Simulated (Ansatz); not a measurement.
One change: `F[SiH2]C[SiH3]` becomes `FC[SiH2]F`.

Ansatz, PBE0-D4/def2-TZVP geometries, multiplicity 1. Each molecule was computed in one conformer, which needn't be the lowest.

| property | `F[SiH2]C[SiH3]` |
| --- | --- |
| HOMO–LUMO gap (ωB97M-V/def2-TZVPP) / eV | 12.94 |
| LUMO energy (PBE0/def2-TZVPP) / eV | 0.20 |
| HOMO energy (PBE/def2-TZVPP) / eV | -7.60 |
| LUMO energy (B3LYP/def2-TZVPP) / eV | -0.02 |
| HOMO–LUMO gap (PBE0/def2-TZVPP) / eV | 9.10 |
| size of the dipole moment (PBE/def2-TZVPP) / D | 1.77 |

Q: What does the change do to each property? (Estimate.)

A: Ansatz gave: 
| property | `FC[SiH2]F` | shift |
| --- | --- | --- |
| HOMO–LUMO gap (ωB97M-V/def2-TZVPP) / eV | 12.99 | 0.05 |
| LUMO energy (PBE0/def2-TZVPP) / eV | 0.09 | -0.11 |
| HOMO energy (PBE/def2-TZVPP) / eV | -7.29 | 0.31 |
| LUMO energy (B3LYP/def2-TZVPP) / eV | -0.16 | -0.14 |
| HOMO–LUMO gap (PBE0/def2-TZVPP) / eV | 8.95 | -0.15 |
| size of the dipole moment (PBE/def2-TZVPP) / D | 2.03 | 0.26 |

Dipoles are sizes alone; their direction can turn.

B3LYP here is the variant with VWN-RPA as its local correlation; programs differ in this.
